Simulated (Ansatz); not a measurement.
The inner images of a band of BClF2 + H2 (6 atoms, charge 0, multiplicity 1) are given out of order.

Theory: Ansatz, RKS PBE0/def2-SVP.

Initial state:

```xyz
6
Properties=species:S:1:pos:R:3
B -0.014 0.496 0.147
Cl -0.030 0.961 1.828
F 1.121 0.353 -0.492
F -1.138 0.299 -0.497
H 0.116 -2.515 0.512
H 0.064 -2.265 1.228
```

Final state:

```xyz
6
Properties=species:S:1:pos:R:3
B 0.010 -0.307 -0.576
Cl -0.027 -0.148 2.530
F 1.133 0.364 -0.698
F -1.121 0.345 -0.724
H 0.018 -1.500 -0.420
H 0.105 -1.425 2.614
```

Put them in order from the first end to the last, with their energies above the first end.
A.
```xyz
6
Properties=species:S:1:pos:R:3
B 0.019 -0.348 -0.442
Cl 0.012 -0.091 2.529
F 1.134 0.320 -0.631
F -1.125 0.270 -0.627
H 0.045 -1.524 -0.187
H 0.034 -1.298 2.085
```
B.
```xyz
6
Properties=species:S:1:pos:R:3
B 0.016 -0.289 0.044
Cl 0.001 0.140 2.099
F 1.160 0.138 -0.466
F -1.146 0.078 -0.471
H 0.050 -1.592 0.274
H 0.036 -1.145 1.247
```
C.
```xyz
6
Properties=species:S:1:pos:R:3
B 0.019 -0.394 -0.263
Cl 0.007 -0.027 2.362
F 1.144 0.234 -0.514
F -1.131 0.183 -0.517
H 0.046 -1.569 0.039
H 0.033 -1.097 1.619
```
D.
```xyz
6
Properties=species:S:1:pos:R:3
B -0.004 0.293 0.197
Cl -0.025 0.774 1.878
F 1.132 0.181 -0.446
F -1.127 0.105 -0.453
H 0.077 -2.139 0.417
H 0.065 -1.884 1.133
```
E.
```xyz
6
Properties=species:S:1:pos:R:3
B 0.006 0.030 0.222
Cl -0.013 0.471 1.965
F 1.142 0.093 -0.444
F -1.129 0.023 -0.450
H 0.062 -1.795 0.359
H 0.051 -1.492 1.074
```

D (+4.5 kJ/mol), E (+42.8 kJ/mol), B (+145.1 kJ/mol), C (+78.4 kJ/mol), A (+59.2 kJ/mol).

The run took 4.1 min on 1 thread of Arm Neoverse V2 (shared host), peak memory 0.13 GiB.
